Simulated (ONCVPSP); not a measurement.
Pseudopotential generation for Zr: ONCV, PBE, scalar-relativistic.

```
Element                 : Zr
Generator               : ONCVPSP 4.0.1
Type                    : optimised norm-conserving Vanderbilt (ONCV)
Functional              : PBE
Relativity              : scalar-relativistic
Frozen core             : [Ar] 3d10
Valence charge          : 12
Reference configuration : 4s2 4p6 4d3 5s1
Partial waves           : 4s+5s: rc 2.00 bohr, ncon 4, nbas 7, qcut 6 1/bohr, 2 projectors; 4p: rc 1.90 bohr, ncon 4, nbas 8, qcut 7.2 1/bohr, 2 projectors, debl 3.9 Ha; 4d: rc 3.05 bohr, ncon 4, nbas 8, qcut 5.7 1/bohr, 2 projectors, debl 3.7 Ha; f scattering state at 0.03 Ha: rc 3.30 bohr, ncon 5, nbas 9, qcut 3.2 1/bohr, 3 projectors, debl 3 Ha
Local potential         : polynomial inside 1.45 bohr (lpopt 2, dvloc0 1 Ha)
Core correction         : none
```

Does the generator finish with these settings?

Yes, a potential is produced and its reference levels are reproduced.

Estimate the cutoffs (Ha) at which the residual kinetic energy of the hardest occupied pseudo-wave falls to 1 and 0.1 mHa per electron.

12 Ha and 18 Ha. The cutoffs count occupied waves only; projector 3 of the f channel, the hardest unoccupied one, needs 42 Ha at the loose tolerance.

What does a ghost test show?

No bound ghost flagged; no localised positive-energy state flagged.

Tests: 4s2 4p6 4d2 5s2; 4s2 4p6 4d2 5s1; 4s2 4p6 4d2 5s0; 4s2 4p6 4d2 5s1.5. Which has the largest error in its energy relative to the reference configuration, and how large is it?

4s2 4p6 4d2 5s2, with +12 meV (all-electron minus pseudo) on -1.19 eV.
